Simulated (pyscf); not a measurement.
Cl₂MoS₂ (SMILES [Cl][Mo]1([Cl])[S][S]1) [singlet] → S=Mo(=S)(Cl)–Cl (SMILES [S]=[Mo](=[S])([Cl])[Cl]), a ring opening (singlet surface; S–S broken, none formed). PySCF, gas phase, ωB97X-D3(BJ)/def2-SVP geometries. Energies in kcal/mol from the reactant's lowest minimum found.

Small-basis levels: PySCF, no dispersion term, spherical d functions. 

### Question
Quick SVWN5/6-31G*+LANL2DZ single points give ΔE‡ = 6.5 kcal/mol and ΔE = -48.1 kcal/mol. What does ωB97M-D3(BJ)/def2-TZVP give, and how far is the quick result from it?

### Answer
ωB97M-D3(BJ)/def2-TZVP gives ΔE‡ = 24.6 kcal/mol and ΔE = -30.1 kcal/mol. SVWN5/6-31G*+LANL2DZ lies 18.1 kcal/mol under it in the barrier and 18.0 kcal/mol under it in the reaction energy, so on this step it does not hold to within 3.0 kcal/mol. ωB97M-D3(BJ)/def2-TZVP has limits of its own. cyclic Cl₂MoS₂ (SMILES [Cl][Mo]1([Cl])[S][S]1) [singlet] is an excited spin state, 6.0 kcal/mol over the triplet at ωB97X-D3(BJ)/def2-TZVP. This is the saddle that the search found; another between the same sides may lie lower. 2 of the closed-shell references are unstable towards spin polarisation; treat their single-reference values with care. In the def2 sets elements past Kr carry core potentials, without spin-orbit coupling.
